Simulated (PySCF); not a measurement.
**Two-dimensional NMR puzzle**

Compound of formula C2H11NSi4. Correlations simulated from computed shifts and the bond graph:

HSQC (one-bond C–H):
```
  δH    δC
1.22  -9.5
```

COSY cross peaks (H two or three bonds apart, from the bond graph; peaks can be absent where the dihedral angle is near 90°):
```
  δH    δH
4.24  3.72
4.24  3.71
4.24  1.22
4.18  1.22
```

HMBC (two and three bonds, from the bond graph):
```
  δH           δC
4.24  125.2, -9.5
4.18  125.2, -9.5
3.72         -9.5
3.71         -9.5
1.22        125.2
```

Carbons without hydrogens: δ 125.2.

No solvent, single conformer, one averaged value for each set of equivalent atoms, relativity neglected. GFN2-xTB geometry; PBE0/pcSseg-1 with gauge-including orbitals; PySCF 2.14.

References, each an isolated molecule treated in the same way: 1H and 13C against TMS.

Exchangeable hydrogens are left out of these lists.

**Question.** Work out the connectivity.

**Answer.** SMILES N#C[C@H]([SiH3])[SiH]([SiH3])[SiH3].

Structure with atom numbers: `[N:1]#[C:2][C@H:3]([SiH3:4])[SiH:5]([SiH3:6])[SiH3:7]`. Hydrogens are named by the atom that carries them.

1. δC 125.2 is C2, a nitrile carbon.
2. δC -9.5 is C3, an sp3 CH bonded to 2 Si, α to a nitrile (δH 1.22).
3. HMBC from δH 4.24 reaches the proton-free carbon C2.
4. HMBC from δH 4.18 reaches the proton-free carbon C2.
5. HMBC from δH 1.22 reaches the proton-free carbon C2.
6. COSY links 4.24–3.72, 4.24–3.71, 4.24–1.22, 4.18–1.22.

The shifts were computed for this structure.

Shifts are as computed. Against solution values, carbons near 30 ppm lie about +3 ppm off and those near 130 ppm about +5 ppm. Of 1211 compounds with measured shifts, 218 miss one by over three times the rms of a fit or turn the order of signals round; such compounds aren't used in these exercises.
